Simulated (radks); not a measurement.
Q: All-electron atom: Ag III in [Ar] 3d10 4s2 4p(1/2: 1, 3/2: 4) 4d10 (not the ground configuration). All-electron calculation, Dirac Kohn-Sham, relativistic LDA (MacDonald-Vosko exchange, VWN5 correlation), spin-unpolarised, spherical densities, finite nucleus; Fermi nuclear charge, rms radius 4.5454 fm. Program: a radial shooting solver on a logarithmic mesh with Libxc functionals. Some entries of the table are withheld. Estimate them.

orbital  occ.  eigenvalue (eV)  <r> (bohr)
1s1/2       2        -25199.28     0.03122
2s1/2       2        -3736.128         (1)
2p1/2       2        -3479.273      0.1143
2p3/2       4        -3305.450      0.1194
3s1/2       2        -705.5454      0.3695
3p1/2       2              (2)         (3)
3p3/2       4              (4)         (5)
3d3/2       4        -387.6398         (6)
3d5/2       6        -381.4254         (7)
4s1/2       2        -118.8426      0.9075
4p1/2       1         -85.9902         (8)
4p3/2       4         -80.7523         (9)
4d3/2       4             (10)       1.283
4d5/2       6             (11)       1.299

A: 
(1) 2s1/2 <r> (bohr): 0.1350
(2) 3p1/2 eigenvalue (eV): -602.4771
(3) 3p1/2 <r> (bohr): 0.3608
(4) 3p3/2 eigenvalue (eV): -571.7693
(5) 3p3/2 <r> (bohr): 0.3717
(6) 3d3/2 <r> (bohr): 0.3440
(7) 3d5/2 <r> (bohr): 0.3475
(8) 4p1/2 <r> (bohr): 0.9699
(9) 4p3/2 <r> (bohr): 1.001
(10) 4d3/2 eigenvalue (eV): -30.5306
(11) 4d5/2 eigenvalue (eV): -29.8882
